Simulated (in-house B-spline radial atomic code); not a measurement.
RPBE excitations of Au II (Au+)

Method: RPBE. Computed with an all-electron radial atomic-structure program (B-spline basis): linear response of the closed shell [Xe] 4f14 5d10 with the functional's adiabatic kernel; scalar-relativistic (spin-free one-electron X2C), finite nucleus, no spin-orbit coupling, no double excitations, S, P, D and F terms only; shells from n = 3 respond. Only terms of natural parity with L up to 3 were computed.

Spin-orbit coupling is strong here, so these LS terms don't match observed levels.

Command:
```bash
python run_td.py task.json out
```
Settings (radii: box in bohr, nucleus in fm):
```
Z                        79
electrons                78
configuration            [Xe] 4f14 5d10
hamiltonian              x2c
method                   rpbe,pbe
box_radius               41.61
rms_radius               5.4371
intervals                74
```

Time taken, with all properties: 13 s on 1 thread of Arm Neoverse N1, with other jobs on the host.

The lowest states, in the order of their Tamm-Dancoff energies; the method's threshold (minus the highest occupied level) is 15.222 eV. Labels give the largest channel, * marks a mixed state, and oscillator strengths are full-response dipole values. Semilocal kernels can invert the small singlet-triplet splittings of Rydberg terms. Energies in eV:

```json
{"state": "5d → 6s 3D", "full response": "1.577", "Tamm-Dancoff": "1.688", "oscillator strength": "-"}
{"state": "5d → 6s 1D", "full response": "2.559", "Tamm-Dancoff": "2.627", "oscillator strength": "-"}
{"state": "5d → 6p 3P", "full response": "8.000", "Tamm-Dancoff": "8.047", "oscillator strength": "-"}
{"state": "5d → 6p 3F", "full response": "?", "Tamm-Dancoff": "?", "oscillator strength": "-"}
{"state": "5d → 6p 1F", "full response": "?", "Tamm-Dancoff": "?", "oscillator strength": "-"}
{"state": "5d → 6p 1P", "full response": "9.131", "Tamm-Dancoff": "9.239", "oscillator strength": "0.652"}
{"state": "5d → 7s 3D", "full response": "11.875", "Tamm-Dancoff": "11.880", "oscillator strength": "-"}
{"state": "5d → 7s 1D", "full response": "11.978", "Tamm-Dancoff": "11.983", "oscillator strength": "-"}
{"state": "5d → 6d 3S", "full response": "12.887", "Tamm-Dancoff": "12.897", "oscillator strength": "-"}
{"state": "5d → 6d 3D", "full response": "13.067", "Tamm-Dancoff": "13.069", "oscillator strength": "-"}
{"state": "5d → 6d 1D", "full response": "13.138", "Tamm-Dancoff": "13.143", "oscillator strength": "-"}
{"state": "5d → 7p 3P", "full response": "13.198", "Tamm-Dancoff": "13.204", "oscillator strength": "-"}
{"state": "5d → 7p 3F", "full response": "13.221", "Tamm-Dancoff": "13.225", "oscillator strength": "-"}
{"state": "5d → 7p 1F", "full response": "13.265", "Tamm-Dancoff": "13.265", "oscillator strength": "-"}
{"state": "5d → 7p 1P", "full response": "13.347", "Tamm-Dancoff": "13.360", "oscillator strength": "0.0355"}
{"state": "5d → 6d 1S", "full response": "13.460", "Tamm-Dancoff": "13.506", "oscillator strength": "-"}
```

(1) Where does 5d → 6p 1F lie?

(2) Where does 5d → 6p 3F lie?

(3) How large is the singlet-triplet splitting of 5d → 6s (D terms) in Tamm-Dancoff?

(4) What polarisabilities and dispersion coefficient does the method give?

Results:

(1) At 8.398 eV in full response, 8.403 eV in Tamm-Dancoff.

(2) At 8.100 eV in full response, 8.132 eV in Tamm-Dancoff.

(3) 0.939 eV, from the unrounded values.

(4) Dipole 14.49 bohr³, quadrupole 146.7 bohr⁵, C6 108.6 hartree·bohr⁶ for two such species.
